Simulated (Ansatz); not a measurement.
Energy difference R1 + 2 R2 → P1 + 2 P2, each structure at its B3LYP-D3(BJ)/def2-TZVP stationary point, reached from a drawn start (curvature not checked).
P1: H7NSi2 (SMILES [SiH3]N[SiH3]), charge 0, multiplicity 1.
P2, H2 (SMILES [H][H]) (charge 0, multiplicity 1):
```xyz
2

H      0.0000     0.0000     0.3720
H      0.0000     0.0000    -0.3720
```
R1: NH3 (SMILES N), charge 0, multiplicity 1.
R2: SiH4 (SMILES [SiH4]), charge 0, multiplicity 1.

P less R. No zero-point or thermal terms.

Cores are frozen in the correlated methods.

Codes used: Ansatz (Gaussian basis) for Hartree–Fock, density functionals and correlated methods. All values are computed, each at the level named.

Total energies in hartree:

| structure | PBE/def2-TZVPP | r2SCAN/def2-TZVPP | CCSD(T)/cc-pV(Q+d)Z |
|---|---|---|---|
| P1 | -637.634999 | -637.934385 | -637.071528 |
| P2 | -1.166122 | -1.171285 | -1.173794 |
| R1 | -56.510610 | -56.548531 | -56.492970 |
| R2 | -291.721620 | -291.854203 | -291.452235 |

Q: Work out the reaction energy at each level in kcal/mol (1 hartree = 627.50947 kcal/mol), and say how far PBE/def2-TZVPP lies from CCSD(T)/cc-pV(Q+d)Z.

A: 
- PBE/def2-TZVPP: 2 × (-1.166122) + (-637.634999) − (-56.510610) − 2 × (-291.721620) = -0.013393 hartree = -8.40 kcal/mol
- r2SCAN/def2-TZVPP: 2 × (-1.171285) + (-637.934385) − (-56.548531) − 2 × (-291.854203) = -0.020018 hartree = -12.56 kcal/mol
- CCSD(T)/cc-pV(Q+d)Z: 2 × (-1.173794) + (-637.071528) − (-56.492970) − 2 × (-291.452235) = -0.021676 hartree = -13.60 kcal/mol
PBE/def2-TZVPP less CCSD(T)/cc-pV(Q+d)Z: 5.20 kcal/mol. CCSD(T)/cc-pV(Q+d)Z is the level counted from, the highest shown, and no exact or measured value.

Ansatz is a first-principles code.
